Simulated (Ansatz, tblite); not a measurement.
Removing an electron: Ge(OAc)2H2 (C₄H₈GeO₄). Charge 0, multiplicity 1. Geometry: r2SCAN-D4/def2-SVP. Ansatz, gas phase; energy differences of separate SCF runs; the oxidised species was run as a doublet alone.

Cartesian coordinates in Å:
```
Ge -0.7572 0.4009 0.2333
O 0.2384 0.3382 -1.3289
C -0.3944 1.0809 -2.2299
C 0.2761 1.1394 -3.5687
O -1.4388 1.6488 -1.9417
H -0.2868 1.7918 -4.2457
H 0.3441 0.1240 -3.9879
H 1.3070 1.5052 -3.4503
O 0.4427 -0.7001 1.1185
C -0.0118 -0.8649 2.3555
C 0.8474 -1.7341 3.2226
O -1.0519 -0.3277 2.7103
H 0.3994 -1.8371 4.2173
H 1.8527 -1.2933 3.3010
H 0.9678 -2.7210 2.7514
H -2.0599 -0.3497 0.0230
H -0.6749 1.7985 0.8202
```

The xTB rows come from tblite. HOMO above LUMO, or a gap near zero within one spin, warns that the state may not be the lowest or that an electron is smeared out.

| level | −HOMO (eV) | vertical IE (eV) | −LUMO (eV) | HOMO–LUMO gap (eV) | remarks |
| --- | --- | --- | --- | --- | --- |
| GFN1-xTB | 12.71 | 15.26 | 7.17 | 5.54 | – |
| GFN2-xTB | 11.77 | 14.38 | 6.79 | 4.98 | – |
| PBE-D4/def2-TZVP | 6.55 | 9.28 | 1.18 | 5.37 | gap within one spin near zero (+1 doublet) |
| BLYP-D4/def2-TZVP | 6.45 | 9.22 | 1.08 | 5.38 | gap within one spin near zero (+1 doublet) |
| PBE0-D4/def2-TZVP | 8.19 | 9.92 | 0.05 | 8.15 | – |

Relaxing the oxidised species (r2SCAN-D4/def2-SVP) changes its energy by -0.11 eV at PBE-D4/def2-TZVP, so the adiabatic ionisation energy to this nearest minimum is 9.17 eV. At PBE0-D4/def2-TZVP it is 9.83 eV. The gap within one spin of the relaxed charge 1 doublet nearly closes, so an electron or hole may be smeared out by delocalisation error.    Raw xTB energy differences between charge states are shifted by several eV; the methods need an empirical correction for them.
